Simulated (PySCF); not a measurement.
Compound: C6H5O3S (charge -1).
SMILES with atom numbers: `[O:1]=[S:2](=[O:3])([O-:4])[c:5]1[cH:6][cH:7][cH:8][cH:9][cH:10]1` (hydrogens: H11 on C6; H12 on C7; H13 on C8; H14 on C9; H15 on C10)

Method: PySCF 2.14.0, PBE0-D3(BJ)/def2-SVP geometry optimisation, gas phase.

(1) List the bond lengths, angles and torsions at this level.

Results:

(1) 
```csv
bond,length (Å),order
"O1=S2, S2=O3, S2–O4",1.477,double/single
S2–C5,1.812,single
"C5–C6, C5–C10",1.394,aromatic
"C6–C7, C9–C10",1.394,aromatic
"C7–C8, C8–C9",1.396,aromatic
"C6–H11, C10–H15",1.093,single
"C7–H12, C9–H14",1.095,single
C8–H13,1.094,single
```

Bonds in one row agree within 0.01 Å and their mean is given. Orders are formal, as drawn. A selection of angles:
```csv
angle,degrees
O1–S2–O3,114.9
O1–S2–O4,114.4
O1–S2–C5,104.1
S2–C5–C6,119.9
C6–C5–C10,120.0
C5–C6–C7,120.1
C5–C6–H11,117.9
C7–C6–H11,122.0
C6–C7–C8,120.1
C6–C7–H12,119.9
C8–C7–H12,119.9
C7–C8–C9,119.6
C7–C8–H13,120.2
```

Torsions: O1–S2–C5–C6 153° (antiperiplanar).

C6 (aromatic CH carbon) is planar (angles 122.0°, 120.1° and 117.9°, sum 360.0°, 0.01 Å off the plane of its three neighbours). The 6-membered ring C5–C6–C7–C8–C9–C10 has internal angles of 119.6° to 120.3°; it is planar, 0.00 Å rms from its mean plane, widest ring torsion 1°. All 3 O–S bonds measure 1.476 to 1.477 Å. S2 (sulfonyl sulfur) is distorted tetrahedral (angles from 103.2° to 114.9°). C5 (substituted aromatic carbon) is planar (angles 120.1°, 120.0° and 119.9°, sum 360.0°, 0.02 Å off the plane of its three neighbours). C8 (aromatic CH carbon) is planar (angles 120.2°, 120.2° and 119.6°, sum 360.0°, 0.00 Å off the plane of its three neighbours). Of the pairs four or more bonds apart, O1···H15 is among the closest relative to their van der Waals radii: 2.53 Å, 93 % of the sum of Bondi's values.

No frequency check.

Hardware: one thread, Arm Neoverse V1, no GPU, shared host. Cost: 2.2 min. These figures are those of the optimisation.
